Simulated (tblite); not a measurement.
A geometry optimisation, step by step.

Compound: C6H12BN.
Atom-mapped SMILES: `[CH3:1][C:2]#[C:3][C@@H:4]1[CH2:5][CH2:6][B@H-:7]1[NH3+:8]` (hydrogens: H9, H10, H11 on C1; H12 on C4; H13, H14 on C5; H15, H16 on C6; H17 on B7; H18, H19, H20 on N8)
Bond orders are those of one Lewis drawing.

Computed with GFN2-xTB (tblite), gas phase: L-BFGS steps from a force-field or distance-geometry start until the largest atomic force falls under 0.01 eV/Å. 10 of its 90 geometries are shown.

Step 0: E = -625.3591 eV, largest atomic force 3.223 eV/Å
```
atom  x, y, z in Å  |  force x, y, z in eV/Å
C1      3.759   -0.591    0.284   -0.932   0.927  -0.728
C2      2.332   -0.291   -0.050    2.113  -0.477   0.352
C3      1.190   -0.071   -0.311   -0.907   0.238  -1.359
C4     -0.193    0.224   -0.670    2.795  -0.934   1.306
C5     -0.634    1.667   -0.422   -0.456  -0.253  -1.330
C6     -2.026    1.036   -0.254   -0.296   0.767   1.691
B7     -1.198   -0.120    0.516   -0.603   1.553   0.159
N8     -1.959   -1.426    0.423   -1.281  -2.362  -0.275
H9      4.393    0.250   -0.100   -0.456  -0.625   0.355
H10     3.844   -0.635    1.372    0.236  -0.294  -0.275
H11     4.061   -1.506   -0.250   -0.084   0.267   0.552
H12    -0.548   -0.165   -1.637    0.777   0.234   0.107
H13    -0.242    2.050    0.540   -0.158   0.068  -1.049
H14    -0.494    2.288   -1.316    0.085   0.480   0.581
H15    -2.739    1.603    0.347   -0.486   0.290  -0.759
H16    -2.328    0.639   -1.218   -0.840   0.698   0.095
H17    -0.862    0.234    1.601   -0.055  -0.616   0.075
H18    -1.522   -2.125    1.041   -0.488   0.163  -0.233
H19    -1.863   -1.778   -0.561   -0.362   0.335   1.047
H20    -2.978   -1.271    0.663    1.398  -0.457  -0.313
```

Step 10: E = -626.4173 eV, largest atomic force 0.342 eV/Å
```
atom  x, y, z in Å  |  force x, y, z in eV/Å
C1      3.792   -0.579    0.271   -0.029  -0.020   0.031
C2      2.406   -0.295   -0.065    0.125  -0.009   0.007
C3      1.281   -0.024   -0.385   -0.041   0.104   0.219
C4     -0.116    0.225   -0.611   -0.004  -0.103   0.152
C5     -0.664    1.674   -0.500    0.142  -0.196  -0.162
C6     -2.070    1.119   -0.194    0.073   0.117  -0.048
B7     -1.252   -0.081    0.538   -0.090   0.014  -0.068
N8     -1.991   -1.541    0.429   -0.014  -0.013  -0.050
H9      4.425    0.243   -0.082    0.002  -0.207   0.062
H10     3.899   -0.673    1.359    0.014   0.031  -0.213
H11     4.108   -1.521   -0.196   -0.001   0.231   0.066
H12    -0.376   -0.196   -1.600   -0.023   0.178   0.198
H13    -0.229    2.143    0.393   -0.180  -0.030  -0.289
H14    -0.516    2.336   -1.357   -0.131  -0.076  -0.035
H15    -2.784    1.799    0.271    0.159   0.063   0.269
H16    -2.543    0.800   -1.136    0.155   0.046   0.141
H17    -0.919    0.061    1.672   -0.086   0.012  -0.148
H18    -1.576   -2.228    1.045    0.139  -0.043   0.060
H19    -1.918   -1.848   -0.530   -0.015  -0.095  -0.228
H20    -2.962   -1.404    0.675   -0.196  -0.003   0.039
```

Step 20: E = -626.5399 eV, largest atomic force 0.213 eV/Å
```
atom  x, y, z in Å  |  force x, y, z in eV/Å
C1      3.826   -0.569    0.271   -0.042   0.009   0.006
C2      2.446   -0.262   -0.051   -0.201   0.069   0.007
C3      1.289   -0.005   -0.252    0.051   0.063  -0.018
C4     -0.104    0.219   -0.546    0.010  -0.088   0.031
C5     -0.669    1.661   -0.556    0.109  -0.079  -0.077
C6     -2.067    1.157   -0.155    0.075   0.168  -0.006
B7     -1.301   -0.093    0.532    0.071   0.023  -0.018
N8     -2.028   -1.576    0.369   -0.011   0.031  -0.004
H9      4.489    0.227   -0.077   -0.019  -0.034   0.026
H10     3.927   -0.674    1.352    0.101   0.011   0.033
H11     4.120   -1.507   -0.202    0.030   0.005  -0.016
H12    -0.303   -0.217   -1.535   -0.030  -0.049   0.039
H13    -0.230    2.257    0.246   -0.007  -0.062  -0.095
H14    -0.582    2.214   -1.498   -0.009  -0.068   0.066
H15    -2.644    1.877    0.424   -0.106  -0.040   0.025
H16    -2.629    0.913   -1.061   -0.069   0.005   0.080
H17    -1.021    0.019    1.681   -0.042  -0.062  -0.036
H18    -1.538   -2.212    0.988    0.008  -0.046  -0.066
H19    -1.987   -1.919   -0.587    0.080   0.100  -0.012
H20    -2.999   -1.501    0.654    0.001   0.044   0.032
```

Step 30: E = -626.5792 eV, largest atomic force 0.144 eV/Å
```
atom  x, y, z in Å  |  force x, y, z in eV/Å
C1      3.830   -0.549    0.293   -0.032   0.010  -0.008
C2      2.439   -0.236    0.027   -0.130   0.045  -0.043
C3      1.288    0.009   -0.215   -0.040  -0.034  -0.020
C4     -0.110    0.190   -0.523   -0.024  -0.071   0.050
C5     -0.676    1.626   -0.610    0.091  -0.039  -0.018
C6     -2.069    1.180   -0.114    0.127   0.064  -0.002
B7     -1.312   -0.091    0.558    0.076   0.009   0.022
N8     -2.027   -1.556    0.327   -0.027   0.008  -0.008
H9      4.485    0.238   -0.076    0.005   0.076  -0.016
H10     3.998   -0.673    1.361    0.006   0.018   0.115
H11     4.093   -1.479   -0.207    0.048  -0.092  -0.051
H12    -0.305   -0.315   -1.482    0.033   0.007   0.036
H13    -0.174    2.259    0.120   -0.086   0.044   0.004
H14    -0.608    2.104   -1.591   -0.101  -0.014   0.042
H15    -2.590    1.901    0.520    0.061   0.011  -0.106
H16    -2.713    0.964   -0.972    0.010  -0.030   0.086
H17    -1.065   -0.026    1.715    0.046   0.018  -0.004
H18    -1.517   -2.233    0.887   -0.043  -0.011  -0.103
H19    -1.980   -1.804   -0.658   -0.040   0.023   0.069
H20    -2.992   -1.500    0.639    0.021  -0.043  -0.045
```

Step 40: E = -626.6029 eV, largest atomic force 0.082 eV/Å
```
atom  x, y, z in Å  |  force x, y, z in eV/Å
C1      3.832   -0.528    0.314    0.005   0.008  -0.007
C2      2.434   -0.231    0.073    0.005  -0.012  -0.022
C3      1.284   -0.008   -0.184   -0.045   0.034  -0.011
C4     -0.110    0.157   -0.496   -0.052  -0.047   0.032
C5     -0.677    1.586   -0.654    0.042   0.004  -0.019
C6     -2.042    1.198   -0.058    0.037  -0.024  -0.029
B7     -1.300   -0.093    0.603   -0.064   0.037   0.023
N8     -2.048   -1.531    0.286    0.018   0.027   0.012
H9      4.460    0.276   -0.070    0.041   0.034  -0.003
H10     4.030   -0.650    1.379   -0.018   0.006   0.039
H11     4.093   -1.452   -0.202    0.068  -0.029   0.008
H12    -0.297   -0.400   -1.427   -0.004   0.027  -0.022
H13    -0.154    2.284   -0.005    0.045   0.008   0.039
H14    -0.672    1.990   -1.668   -0.032   0.011  -0.058
H15    -2.491    1.974    0.564    0.008  -0.079  -0.008
H16    -2.753    0.967   -0.855   -0.011   0.007   0.017
H17    -1.046   -0.064    1.758    0.022  -0.052  -0.002
H18    -1.521   -2.268    0.743   -0.028   0.007   0.003
H19    -2.018   -1.673   -0.720   -0.076   0.026   0.016
H20    -3.008   -1.524    0.616    0.040   0.009  -0.008
```

Step 49: E = -626.6140 eV, largest atomic force 0.093 eV/Å
```
atom  x, y, z in Å  |  force x, y, z in eV/Å
C1      3.842   -0.509    0.323    0.032   0.013   0.014
C2      2.443   -0.251    0.044    0.031  -0.006   0.008
C3      1.287   -0.024   -0.182    0.002   0.034  -0.070
C4     -0.108    0.140   -0.493   -0.038  -0.076  -0.006
C5     -0.672    1.567   -0.676    0.008  -0.026   0.027
C6     -2.022    1.195   -0.031   -0.001   0.004   0.000
B7     -1.286   -0.104    0.621   -0.085   0.037  -0.002
N8     -2.079   -1.506    0.271    0.021  -0.016  -0.027
H9      4.459    0.309   -0.049    0.020   0.039   0.003
H10     4.005   -0.611    1.397    0.004   0.005   0.031
H11     4.163   -1.430   -0.167   -0.029  -0.011  -0.003
H12    -0.301   -0.424   -1.415    0.016  -0.052  -0.054
H13    -0.120    2.281   -0.069   -0.016   0.022   0.034
H14    -0.704    1.935   -1.705   -0.008  -0.003   0.024
H15    -2.457    1.973    0.596    0.056   0.010   0.023
H16    -2.763    0.960   -0.801    0.027   0.002   0.004
H17    -1.015   -0.124    1.774   -0.014   0.022  -0.043
H18    -1.544   -2.277    0.659   -0.044   0.001  -0.043
H19    -2.109   -1.579   -0.743   -0.020  -0.029   0.034
H20    -3.024   -1.508    0.643    0.037   0.031   0.046
```

Step 59: E = -626.6289 eV, largest atomic force 0.095 eV/Å
```
atom  x, y, z in Å  |  force x, y, z in eV/Å
C1      3.858   -0.459    0.350    0.049  -0.007   0.031
C2      2.459   -0.247    0.023    0.028   0.039   0.017
C3      1.300   -0.050   -0.227    0.059  -0.031   0.067
C4     -0.102    0.087   -0.520    0.004  -0.024  -0.010
C5     -0.661    1.517   -0.706   -0.003  -0.001   0.000
C6     -1.985    1.191    0.009   -0.012   0.035  -0.035
B7     -1.267   -0.137    0.614   -0.088   0.012   0.002
N8     -2.132   -1.486    0.243   -0.009  -0.001   0.019
H9      4.472    0.371   -0.003   -0.061   0.009  -0.019
H10     3.985   -0.545    1.431   -0.025   0.015   0.013
H11     4.226   -1.378   -0.110   -0.051   0.011  -0.031
H12    -0.296   -0.497   -1.430   -0.031  -0.002  -0.053
H13    -0.080    2.240   -0.134    0.031  -0.001  -0.062
H14    -0.744    1.856   -1.741    0.043   0.054   0.029
H15    -2.342    1.984    0.666    0.029  -0.032   0.003
H16    -2.780    1.000   -0.719    0.003  -0.005   0.014
H17    -1.000   -0.184    1.766    0.059  -0.035  -0.018
H18    -1.606   -2.313    0.508   -0.007   0.005  -0.014
H19    -2.292   -1.482   -0.761   -0.007  -0.011   0.044
H20    -3.018   -1.458    0.737   -0.011  -0.032   0.002
```

Step 69: E = -626.6414 eV, largest atomic force 0.045 eV/Å
```
atom  x, y, z in Å  |  force x, y, z in eV/Å
C1      3.851   -0.400    0.382    0.007  -0.012   0.007
C2      2.453   -0.219    0.035   -0.013  -0.013   0.005
C3      1.292   -0.100   -0.243    0.041  -0.016  -0.007
C4     -0.106    0.031   -0.564    0.021   0.015  -0.014
C5     -0.632    1.478   -0.731    0.006   0.007  -0.020
C6     -1.939    1.191    0.031    0.017   0.037   0.005
B7     -1.256   -0.174    0.590   -0.011  -0.009   0.002
N8     -2.196   -1.479    0.241    0.005  -0.009  -0.012
H9      4.451    0.440    0.028   -0.038   0.006  -0.008
H10     3.966   -0.478    1.464   -0.007   0.014   0.009
H11     4.233   -1.315   -0.074    0.007   0.003  -0.009
H12    -0.296   -0.543   -1.480   -0.010   0.001  -0.014
H13    -0.003    2.185   -0.191   -0.011  -0.031   0.009
H14    -0.732    1.829   -1.761   -0.024  -0.021  -0.005
H15    -2.227    1.986    0.718   -0.020   0.015   0.025
H16    -2.777    1.044   -0.657    0.030   0.023  -0.012
H17    -0.928   -0.259    1.723   -0.017  -0.010   0.030
H18    -1.672   -2.336    0.390    0.009   0.017   0.015
H19    -2.466   -1.408   -0.736   -0.010  -0.001   0.013
H20    -3.021   -1.463    0.831    0.017  -0.015  -0.017
```

Step 79: E = -626.6443 eV, largest atomic force 0.021 eV/Å
```
atom  x, y, z in Å  |  force x, y, z in eV/Å
C1      3.849   -0.379    0.398   -0.006   0.005  -0.007
C2      2.447   -0.231    0.053   -0.011  -0.012  -0.010
C3      1.290   -0.122   -0.246   -0.009  -0.013   0.005
C4     -0.108    0.007   -0.569   -0.001   0.008  -0.011
C5     -0.624    1.457   -0.749    0.009   0.005  -0.009
C6     -1.913    1.204    0.054    0.007   0.016  -0.012
B7     -1.256   -0.184    0.591   -0.006  -0.013  -0.015
N8     -2.216   -1.471    0.225    0.004  -0.004  -0.004
H9      4.419    0.476    0.034    0.005   0.011   0.004
H10     3.970   -0.446    1.480   -0.005   0.004   0.000
H11     4.253   -1.285   -0.057    0.008  -0.006   0.004
H12    -0.300   -0.573   -1.482    0.001  -0.012   0.007
H13     0.033    2.168   -0.249   -0.015  -0.006   0.005
H14    -0.760    1.780   -1.784    0.013  -0.001   0.007
H15    -2.158    2.002    0.755    0.000   0.001   0.011
H16    -2.771    1.091   -0.614   -0.012   0.000   0.012
H17    -0.933   -0.301    1.723    0.005   0.012   0.010
H18    -1.679   -2.327    0.324    0.000   0.004   0.008
H19    -2.529   -1.369   -0.737    0.005   0.010  -0.002
H20    -3.017   -1.485    0.848    0.007  -0.006  -0.005
```

Step 89: E = -626.6448 eV, largest atomic force 0.009 eV/Å
```
atom  x, y, z in Å  |  force x, y, z in eV/Å
C1      3.846   -0.372    0.401   -0.002   0.002  -0.002
C2      2.444   -0.243    0.047    0.001   0.004  -0.002
C3      1.286   -0.135   -0.250   -0.007  -0.001  -0.003
C4     -0.111   -0.003   -0.574   -0.002   0.000  -0.002
C5     -0.621    1.449   -0.754    0.003   0.001   0.001
C6     -1.905    1.207    0.059    0.007   0.003  -0.002
B7     -1.256   -0.188    0.590    0.000  -0.002  -0.001
N8     -2.222   -1.468    0.221    0.006   0.001   0.004
H9      4.407    0.491    0.038    0.002   0.002   0.001
H10     3.960   -0.432    1.484   -0.004   0.000   0.001
H11     4.267   -1.274   -0.046    0.000  -0.004   0.000
H12    -0.305   -0.586   -1.484   -0.004  -0.002   0.002
H13     0.041    2.157   -0.258    0.003   0.001  -0.002
H14    -0.759    1.772   -1.788    0.002  -0.001   0.003
H15    -2.133    2.004    0.766   -0.002   0.003   0.003
H16    -2.775    1.105   -0.597    0.001   0.000   0.001
H17    -0.928   -0.306    1.721   -0.002   0.002   0.002
H18    -1.683   -2.324    0.304    0.002  -0.007   0.000
H19    -2.544   -1.352   -0.735    0.003   0.000  -0.008
H20    -3.015   -1.491    0.853   -0.008  -0.002   0.003
```

Question: Summarise the path.

Answer: The energy falls by 124.06 kJ/mol from step 0 to step 89; nine tenths of that is first reached at step 18. It falls at every step. The largest force goes from 3.223 to 0.009 eV/Å. Among the bonds B7–N8 changes most, from 1.514 to 1.645 Å; the atoms move by 0.530 Å rms after alignment.

Question: Follow the three bonds and two angles with the largest change from start to end.

Answer: 
```json
{"step": "0", "E above end (kJ/mol)": "124.06", "largest force (eV/Å)": "3.223", "B7–N8 (Å)": "1.514", "C4–B7 (Å)": "1.592", "C1–C2 (Å)": "1.496", "H15–C6–H16 (°)": "119.8", "C4–C5–C6 (°)": "83.8"}
{"step": "4", "E above end (kJ/mol)": "47.76", "largest force (eV/Å)": "0.813", "B7–N8 (Å)": "1.615", "C4–B7 (Å)": "1.616", "C1–C2 (Å)": "1.431", "H15–C6–H16 (°)": "113.1", "C4–C5–C6 (°)": "88.0"}
{"step": "8", "E above end (kJ/mol)": "26.96", "largest force (eV/Å)": "0.581", "B7–N8 (Å)": "1.624", "C4–B7 (Å)": "1.637", "C1–C2 (Å)": "1.451", "H15–C6–H16 (°)": "105.2", "C4–C5–C6 (°)": "89.9"}
{"step": "12", "E above end (kJ/mol)": "18.11", "largest force (eV/Å)": "0.413", "B7–N8 (Å)": "1.658", "C4–B7 (Å)": "1.645", "C1–C2 (Å)": "1.448", "H15–C6–H16 (°)": "106.7", "C4–C5–C6 (°)": "90.7"}
{"step": "15", "E above end (kJ/mol)": "14.34", "largest force (eV/Å)": "0.206", "B7–N8 (Å)": "1.664", "C4–B7 (Å)": "1.640", "C1–C2 (Å)": "1.453", "H15–C6–H16 (°)": "107.7", "C4–C5–C6 (°)": "91.4"}
{"step": "19", "E above end (kJ/mol)": "10.82", "largest force (eV/Å)": "0.206", "B7–N8 (Å)": "1.656", "C4–B7 (Å)": "1.642", "C1–C2 (Å)": "1.454", "H15–C6–H16 (°)": "108.6", "C4–C5–C6 (°)": "91.2"}
{"step": "23", "E above end (kJ/mol)": "9.07", "largest force (eV/Å)": "0.134", "B7–N8 (Å)": "1.666", "C4–B7 (Å)": "1.635", "C1–C2 (Å)": "1.450", "H15–C6–H16 (°)": "107.4", "C4–C5–C6 (°)": "92.0"}
{"step": "27", "E above end (kJ/mol)": "7.47", "largest force (eV/Å)": "0.150", "B7–N8 (Å)": "1.646", "C4–B7 (Å)": "1.638", "C1–C2 (Å)": "1.454", "H15–C6–H16 (°)": "106.6", "C4–C5–C6 (°)": "92.1"}
{"step": "31", "E above end (kJ/mol)": "5.95", "largest force (eV/Å)": "0.163", "B7–N8 (Å)": "1.648", "C4–B7 (Å)": "1.639", "C1–C2 (Å)": "1.451", "H15–C6–H16 (°)": "107.9", "C4–C5–C6 (°)": "92.6"}
{"step": "35", "E above end (kJ/mol)": "4.69", "largest force (eV/Å)": "0.084", "B7–N8 (Å)": "1.647", "C4–B7 (Å)": "1.637", "C1–C2 (Å)": "1.453", "H15–C6–H16 (°)": "107.1", "C4–C5–C6 (°)": "92.5"}
{"step": "39", "E above end (kJ/mol)": "4.19", "largest force (eV/Å)": "0.090", "B7–N8 (Å)": "1.649", "C4–B7 (Å)": "1.641", "C1–C2 (Å)": "1.449", "H15–C6–H16 (°)": "107.2", "C4–C5–C6 (°)": "92.9"}
{"step": "43", "E above end (kJ/mol)": "3.64", "largest force (eV/Å)": "0.083", "B7–N8 (Å)": "1.651", "C4–B7 (Å)": "1.638", "C1–C2 (Å)": "1.452", "H15–C6–H16 (°)": "107.4", "C4–C5–C6 (°)": "92.8"}
{"step": "46", "E above end (kJ/mol)": "3.34", "largest force (eV/Å)": "0.102", "B7–N8 (Å)": "1.646", "C4–B7 (Å)": "1.642", "C1–C2 (Å)": "1.450", "H15–C6–H16 (°)": "107.1", "C4–C5–C6 (°)": "92.6"}
{"step": "50", "E above end (kJ/mol)": "2.83", "largest force (eV/Å)": "0.131", "B7–N8 (Å)": "1.650", "C4–B7 (Å)": "1.638", "C1–C2 (Å)": "1.452", "H15–C6–H16 (°)": "106.7", "C4–C5–C6 (°)": "92.8"}
{"step": "54", "E above end (kJ/mol)": "2.19", "largest force (eV/Å)": "0.104", "B7–N8 (Å)": "1.640", "C4–B7 (Å)": "1.645", "C1–C2 (Å)": "1.453", "H15–C6–H16 (°)": "107.3", "C4–C5–C6 (°)": "93.2"}
{"step": "58", "E above end (kJ/mol)": "1.67", "largest force (eV/Å)": "0.075", "B7–N8 (Å)": "1.641", "C4–B7 (Å)": "1.643", "C1–C2 (Å)": "1.452", "H15–C6–H16 (°)": "107.0", "C4–C5–C6 (°)": "93.4"}
{"step": "62", "E above end (kJ/mol)": "1.03", "largest force (eV/Å)": "0.089", "B7–N8 (Å)": "1.653", "C4–B7 (Å)": "1.644", "C1–C2 (Å)": "1.453", "H15–C6–H16 (°)": "106.7", "C4–C5–C6 (°)": "93.6"}
{"step": "66", "E above end (kJ/mol)": "0.57", "largest force (eV/Å)": "0.087", "B7–N8 (Å)": "1.643", "C4–B7 (Å)": "1.643", "C1–C2 (Å)": "1.451", "H15–C6–H16 (°)": "107.1", "C4–C5–C6 (°)": "93.6"}
{"step": "70", "E above end (kJ/mol)": "0.29", "largest force (eV/Å)": "0.036", "B7–N8 (Å)": "1.647", "C4–B7 (Å)": "1.643", "C1–C2 (Å)": "1.452", "H15–C6–H16 (°)": "107.0", "C4–C5–C6 (°)": "93.5"}
{"step": "74", "E above end (kJ/mol)": "0.18", "largest force (eV/Å)": "0.043", "B7–N8 (Å)": "1.645", "C4–B7 (Å)": "1.644", "C1–C2 (Å)": "1.451", "H15–C6–H16 (°)": "107.0", "C4–C5–C6 (°)": "93.6"}
{"step": "77", "E above end (kJ/mol)": "0.10", "largest force (eV/Å)": "0.053", "B7–N8 (Å)": "1.646", "C4–B7 (Å)": "1.643", "C1–C2 (Å)": "1.451", "H15–C6–H16 (°)": "107.0", "C4–C5–C6 (°)": "93.7"}
{"step": "81", "E above end (kJ/mol)": "0.04", "largest force (eV/Å)": "0.019", "B7–N8 (Å)": "1.646", "C4–B7 (Å)": "1.644", "C1–C2 (Å)": "1.451", "H15–C6–H16 (°)": "107.0", "C4–C5–C6 (°)": "93.7"}
{"step": "85", "E above end (kJ/mol)": "0.01", "largest force (eV/Å)": "0.013", "B7–N8 (Å)": "1.646", "C4–B7 (Å)": "1.643", "C1–C2 (Å)": "1.451", "H15–C6–H16 (°)": "106.9", "C4–C5–C6 (°)": "93.8"}
{"step": "89", "E above end (kJ/mol)": "0.00", "largest force (eV/Å)": "0.009", "B7–N8 (Å)": "1.645", "C4–B7 (Å)": "1.644", "C1–C2 (Å)": "1.451", "H15–C6–H16 (°)": "106.9", "C4–C5–C6 (°)": "93.8"}
```

What follows is the cost of the whole relaxation. Hardware: one thread of an Arm Neoverse N1, on a shared host. Cost: 0.94 s wall.
